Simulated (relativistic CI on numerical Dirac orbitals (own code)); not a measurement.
**The 4d ions of charge 3+**

Calculated at this level of theory: Dirac-Coulomb-Breit CI, orbitals from a KLI potential per configuration, model QED, valence Slater integrals scaled by 0.85 (own radial code, finite nucleus).

Each species is treated in one configuration, given outside its closed core, with all valence electrons in the open shell. Radial values are for the open shell of highest l, unscaled and averaged over j; ζ includes the Breit term. Labels give the leading LS character, summed over repeated terms.

```tsv
Ion	Configuration	Its lowest level	LS weight (%)	ζ (cm⁻¹)	F² (cm⁻¹)	F⁴ (cm⁻¹)	Next level	E (cm⁻¹)
Zr3+	4d	2D_3/2	100	443.3			2D_5/2	1112.7
Nb3+	4d2	3F_2	99	585	58900	38660	3F_3	973.28
Mo3+	4d3	4F_3/2	99	747.2	62610	41110	4F_5/2	709.18
Tc3+	4d4	5D_0	98	931.5	66260	43510	5D_1	322.46
Ru3+	4d5	6S_5/2	99	1139	69850	45880	4G_5/2	22865
Rh3+	4d6	5D_4	98	1373	73380	48210	5D_3	1516.9
Pd3+	4d7	4F_9/2	97	1633	76870	50510	4F_7/2	2728.4
Ag3+	4d8	3F_4	99	1923	80310	52780	3F_3	3992.2
Cd3+	4d9	?	?	?	?	?	?	?
```

Fill in the row of Cd3+.

Its lowest level 2D_5/2; LS weight (%) 100; ζ (cm⁻¹) 2244; Next level 2D_3/2; E (cm⁻¹) 5596.1.

With one configuration, terms of near-neutral atoms and ions can be 10 to 25 % off, and close levels can change places.

At low charge ζ of a weakly bound d or f electron comes out too small.
